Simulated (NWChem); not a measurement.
Species: C3H6O; SMILES O1CCC1

```xyz
10

C      0.0000     0.0000     1.0670
C      0.0000     1.0253    -0.0739
O      0.0000     0.0000    -1.0629
C      0.0000    -1.0253    -0.0739
H      0.8945     0.0000     1.7047
H     -0.8945     0.0000     1.7047
H     -0.8952     1.6702    -0.1376
H      0.8952     1.6702    -0.1376
H      0.8952    -1.6702    -0.1376
H     -0.8952    -1.6702    -0.1376
```
Atoms are numbered in this order, from 1.

Geometry: optimised at PBE0/def2-SVP.

Problem. Give the principal values of the shielding tensors (ppm) of C1, C2, O3 from Hartree-Fock/6-31G* (spherical d), GIAO (NWChem), with their diamagnetic and paramagnetic parts as GIAO splits them.

Solution. 
```
atom    σ11    σ22    σ33  isotropic  diamagnetic  paramagnetic
----  -----  -----  -----  ---------  -----------  ------------
C1    162.8  175.1  195.6      177.9        246.4         -68.5
C2    107.8  118.9  184.1      137.0        242.6        -105.6
O3    283.7  372.6  385.0      347.1        393.8         -46.8
```
